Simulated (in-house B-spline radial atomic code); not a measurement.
Response and correlation of Li+

Closed shell 1s2. Computed with an all-electron radial atomic-structure program (B-spline basis): Dirac-Hartree-Fock, relativistic RPA (time-dependent Dirac-Hartree-Fock) for the response and second-order many-body perturbation theory for correlation, no-pair Dirac-Coulomb Hamiltonian, finite nucleus.

Command:
```bash
python run_mb.py task.json out
```
Settings (nuclear radius in fm, box in bohr, cutoff in hartree):
```
basis_form          2
Z                   3
core_configuration  1s2
rms_radius          2.444
mass_number         7
speed_of_light      137.036
box_radius          25.846
lmax                7
intervals           68
virtual_cutoff      2000.0
```

Run time, properties included: 0.3 s on 1 thread of AMD EPYC 9R45 (shared host).

```
multipole (bohr³, bohr⁵, bohr⁷)  uncoupled  coupled RPA
                         dipole     0.1579            ?
                     quadrupole   0.095386      0.11196
                       octupole    0.14645      0.16537
```

(1) What is the coupled dipole polarisability?

(2) Which subshells carry the dipole polarisability?

(3) What does the dipole shielding factor come to?

Dipole polarisability at imaginary frequency:

| u (Eh) | α(iu) (bohr³) |
| --- | --- |
| 0 | 0.1894 |
| 0.141 | 0.1889 |
| 0.424 | 0.1848 |
| 0.849 | 0.1724 |
| 1.41 | 0.1496 |
| 2.83 | 0.09449 |
| 5.66 | 0.04079 |
| 14.1 | 0.008911 |

(4) What dispersion coefficients follow for two such ions (the dispersion part alone)?

Lowest J = 1 odd-parity excitations:

| energy (eV) | oscillator strength | leading channel | weight |
| --- | --- | --- | --- |
| 61.411 | 5.9e-08 | 1s1/2 → p1/2 | 0.667 |
| 62.723 | 0.444 | 1s1/2 → p3/2 | 0.667 |
| 69.665 | 1.39e-08 | 1s1/2 → p1/2 | 0.667 |
| 70.038 | 0.111 | 1s1/2 → p3/2 | 0.667 |

Second-order correlation energy by the highest angular momentum of the excited pair (hartree): s -0.0137, p -0.02129, d -0.003434, f -0.0009825, g -0.000376, h -0.0001722, i -8.902e-05, k -4.999e-05.

(5) What is the second-order correlation energy at the partial-wave limit?

Answers

(1) 0.1894 atomic units, +20 % against the uncoupled value.

(2) 1s1/2 100.0 %.

(3) The dipole shielding factor is 0.667, against the exact N/Z = 2/3 = 0.667 of the non-relativistic theorem.

(4) C6 = (3/π)∫α(iu)²du = 0.07659 hartree·bohr⁶ and C8 = 0.2517 hartree·bohr⁸.

(5) The listed waves sum to -0.040092 hartree; extrapolating the increments as (l + 1/2)⁻⁴ gives -0.040194 hartree, -0.547 eV per electron.
